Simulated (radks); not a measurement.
Spherical quantum dot in the effective-mass picture: electrons in a parabolic well V = omega^2 r^2 / 2 with omega = 0.0903, with a point charge +1 (a donor) at the centre, all in effective atomic units (hartree* = m*/eps^2 hartree, bohr* = eps/m* bohr), one dielectric constant everywhere. Calculated with a radial shooting solver with Libxc functionals: non-relativistic Kohn-Sham, LDA (Slater exchange, Perdew-Wang correlation), spin-polarised, spherical densities. Levels are named by radial order and angular momentum (1s, 1p, 1d, 2s, ...), and open shells are averaged over m. Each electron was tried in the lowest free levels, single moves between levels near the top were tried too, and the lowest total energy was kept; such a search can miss a lower state. At N = 1 the Hartree and exchange-correlation terms need not cancel, so that row can carry a self-interaction error.

N                         open shells  2S  E (hartree*)  mu = E(N) - E(N-1) (hartree*)  addition energy mu(N+1) - mu(N) (hartree*)  e(HOMO) (hartree*)  rms radius (bohr*)
1                    1s(up 1, down 0)   1     -0.465610                       -0.46561                                      0.4825            -0.24849               1.752
2                                none   0     -0.448768                       0.016842                                      0.3735             0.14821               2.515
3                    1p(up 1, down 0)   1    -0.0584279                        0.39034                                      0.1225             0.45091               4.059
4                    1p(up 2, down 0)   2      0.454366                        0.51279                                      0.1207             0.57405               4.899
5                    1p(up 3, down 0)   3       1.08791                        0.63354                                      0.1188             0.69207               5.516
6   1p(up 3, down 0) 2s(up 1, down 0)   4       1.84021                        0.75231                                      0.1301             0.80629               6.064
7   1p(up 3, down 1) 2s(up 1, down 0)   3       2.72262                        0.88241                                     0.09869             0.93193               6.510
8   1p(up 3, down 2) 2s(up 1, down 0)   2       3.70372                        0.98110                                     0.09704              1.0300               6.897
9                    2s(up 1, down 0)   1       4.78186                         1.0781                                     0.09785              1.1259               7.243
10                               none   0       5.95785                         1.1760                                      0.1221              1.2243               7.576
11                   1d(up 1, down 0)   1       7.25592                         1.2981                                     0.08642              1.3416               7.896
12                   1d(up 2, down 0)   2       8.64041                         1.3845                                     0.08479              1.4272               8.187
13                   1d(up 3, down 0)   3       10.1097                         1.4693                                     0.08317              1.5111               8.456
14                   1d(up 4, down 0)   4       11.6621                         1.5525                                     0.08162              1.5935               8.707
15                   1d(up 5, down 0)   5       13.2962                         1.6341                                     0.09381              1.6744               8.942
16                   1d(up 5, down 1)   4       15.0241                         1.7279                                     0.07712              1.7666               9.170
17                   1d(up 5, down 2)   3       16.8291                         1.8050                                     0.07608              1.8432               9.385
18                   1d(up 5, down 3)   2       18.7102                         1.8811                                     0.07503              1.9188               9.590
19                   1d(up 5, down 4)   1       20.6663                         1.9561                                     0.07399              1.9933               9.785
20                               none   0       22.6964                         2.0301                                      0.1018              2.0668               9.973
21                   1f(up 1, down 0)   1       24.8283                         2.1319                                     0.07048              2.1673               10.16
22                   1f(up 2, down 0)   2       27.0307                         2.2024                                     0.06966              2.2374               10.35
23                   1f(up 3, down 0)   3       29.3028                         2.2721                                     0.06887              2.3066               10.52
24                   1f(up 4, down 0)   4       31.6437                         2.3409                                     0.06810              2.3751               10.69
25                   1f(up 5, down 0)   5       34.0527                         2.4090                                     0.06734              2.4428               10.85
26                   1f(up 6, down 0)   6       36.5291                         2.4764                                     0.06661              2.5098               11.01
27                   1f(up 7, down 0)   7       39.0720                         2.5430                                     0.07719              2.5760               11.16
28                   1f(up 7, down 1)   6       41.6922                         2.6202                                     0.06446              2.6525               11.31
29                   1f(up 7, down 2)   5       44.3768                         2.6846                                     0.06389              2.7167               11.46
30                   1f(up 7, down 3)   4       47.1253                         2.7485                                           -              2.7803               11.60

All shells are closed at N = 2, 10, 20 (there: 1s2 1p6 1d10 2s2); the second difference of the energy has clear peaks (12 % above both neighbours; the first and last values, which can be the largest, are not judged, and half-filled shells can peak too) at N = 10, 15, 20, 27.
